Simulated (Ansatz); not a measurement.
Ansatz (a first-principles code) input for CH₂F, SMILES [CH2]F (connectivity only; charge and spin as stated), charge +1, multiplicity 1, PBE-D3(BJ)/def2-TZVPD. 

Ansatz 0.2 input:
```yaml
crystal:
  periodic: [false, false, false]
  atoms:
    - {symbol: C, position_ang: [0.00000000, -0.00000000, -0.58992455]}
    - {symbol: F, position_ang: [0.00000000, -0.00000000, 0.63559088]}
    - {symbol: H, position_ang: [0.00000000, 0.97684629, -1.09038531]}
    - {symbol: H, position_ang: [0.00000000, -0.97684628, -1.09038532]}
basis:
  gaussian:
    orbitals: def2-TZVPD
hamiltonian:
  xc: pbe
  dispersion: d3bj
total_charge: 1
relax: {f_tol: 0.002, max_steps: 200}
```

It prints:

```
WARN ansatz: RAYON_NUM_THREADS=1 ignored (pool sized by the plan → 1); use --threads N
Functional definition: PBE
integrals: 0.01 GiB planned
473 factors; their error is unknown
mean field: 0.18 GiB planned
mean field evaluation 1: about -3764.4166 eV, gradient 7.9e1 eV
mean field evaluation 2: about -3722.1517 eV, gradient 1.7e2 eV
mean field evaluation 4: about -3772.7557 eV, gradient 8.5e0 eV
mean field evaluation 8: about -3772.8783 eV, gradient 4.3e-1 eV
mean field evaluation 16: about -3772.8786 eV, gradient 1.1e-5 eV
mean field -3772.87859714 eV, -138.6507310960 hartree, gradient 1.1e-5 eV, S^2 0.000000; 0 other end points of the search recorded, 0 dependent functions left out
the calculation of the forces begins
reference -3772.87862739 eV, -138.6507322077 hartree; 8, 8 occupied and 87, 87 virtual orbitals, 473 factors
relax step   1: F+E_penalty+E_count = -3772.90416394 eV  Δ(F+E_penalty+E_count) = +0.000e0 eV  max|allowed force component| = 1.035e0 eV/Å  Δτ_max = 0.0000 Å  (28 SCF iters, accepted)
these checks for a lower state are left out or cut short: starts, cluster_reference, orbital_swaps, neighbouring_geometries, increment
integrals: 0.01 GiB planned
473 factors; their error is unknown
mean field: 0.18 GiB planned
mean field -3772.88764985 eV, -138.6510637768 hartree, gradient 7.4e-6 eV, S^2 0.000000; 0 other end points of the search recorded, 0 dependent functions left out
the calculation of the forces begins
reference -3772.88768025 eV, -138.6510648942 hartree; 8, 8 occupied and 87, 87 virtual orbitals, 473 factors
relax step   2: F+E_penalty+E_count = -3772.91320342 eV  Δ(F+E_penalty+E_count) = -9.039e-3 eV  max|allowed force component| = 3.165e-1 eV/Å  Δτ_max = 0.0091 Å  (32 SCF iters, accepted)
these checks for a lower state are left out or cut short: starts, cluster_reference, orbital_swaps, neighbouring_geometries, increment
integrals: 0.01 GiB planned
473 factors; their error is unknown
mean field: 0.18 GiB planned
mean field evaluation 32: about -3772.8887 eV, gradient 7.5e-6 eV
mean field -3772.88870392 eV, -138.6511025133 hartree, gradient 7.5e-6 eV, S^2 0.000000; 0 other end points of the search recorded, 0 dependent functions left out
the calculation of the forces begins
reference -3772.88873440 eV, -138.6511036332 hartree; 8, 8 occupied and 87, 87 virtual orbitals, 473 factors
relax step   3: F+E_penalty+E_count = -3772.91425176 eV  Δ(F+E_penalty+E_count) = -1.048e-3 eV  max|allowed force component| = 4.404e-2 eV/Å  Δτ_max = 0.0033 Å  (32 SCF iters, accepted)
these checks for a lower state are left out or cut short: starts, cluster_reference, orbital_swaps, neighbouring_geometries, increment
integrals: 0.01 GiB planned
473 factors; their error is unknown
mean field: 0.18 GiB planned
mean field -3772.88873406 eV, -138.6511036208 hartree, gradient 7.6e-6 eV, S^2 0.000000; 0 other end points of the search recorded, 0 dependent functions left out
the calculation of the forces begins
reference -3772.88876454 eV, -138.6511047409 hartree; 8, 8 occupied and 87, 87 virtual orbitals, 473 factors
relax step   4: F+E_penalty+E_count = -3772.91428175 eV  Δ(F+E_penalty+E_count) = -2.998e-5 eV  max|allowed force component| = 1.265e-2 eV/Å  Δτ_max = 0.0007 Å  (33 SCF iters, accepted)
these checks for a lower state are left out or cut short: starts, cluster_reference, orbital_swaps, neighbouring_geometries, increment
integrals: 0.01 GiB planned
473 factors; their error is unknown
mean field: 0.18 GiB planned
mean field -3772.88874152 eV, -138.6511038952 hartree, gradient 7.6e-6 eV, S^2 0.000000; 0 other end points of the search recorded, 0 dependent functions left out
the calculation of the forces begins
reference -3772.88877200 eV, -138.6511050153 hartree; 8, 8 occupied and 87, 87 virtual orbitals, 473 factors
relax step   5: F+E_penalty+E_count = -3772.91428941 eV  Δ(F+E_penalty+E_count) = -7.658e-6 eV  max|allowed force component| = 3.688e-4 eV/Å  Δτ_max = 0.0006 Å  (33 SCF iters, accepted)
integrals: 0.01 GiB planned
473 factors; their error is unknown
mean field: 0.18 GiB planned
mean field evaluation 64: about -3772.8887 eV, gradient 7.3e-2 eV
mean field -3772.88874152 eV, -138.6511038952 hartree, gradient 7.6e-6 eV, S^2 0.000000; 1 other end points of the search recorded, 0 dependent functions left out
the calculation of the forces begins
reference -3772.88877200 eV, -138.6511050153 hartree; 8, 8 occupied and 87, 87 virtual orbitals, 473 factors
Total energy: -3772.91431989 eV, -138.6520438826 hartree
Atom 0 at     0.000000    -0.000000    -0.593855 Å, force     0.000000     0.000000    -0.000369 eV/Å
Atom 1 at    -0.000000    -0.000000     0.647152 Å, force    -0.000000    -0.000000     0.000135 eV/Å
Atom 2 at    -0.000000     0.986175    -1.094200 Å, force     0.000000    -0.000198     0.000117 eV/Å
Atom 3 at    -0.000000    -0.986175    -1.094200 Å, force    -0.000000     0.000198     0.000117 eV/Å
Dipole moment:    -0.000000     0.000000    -0.624482 e Å
```

Self-consistency was reached.

Cost: about 6 core-seconds (a rough figure).
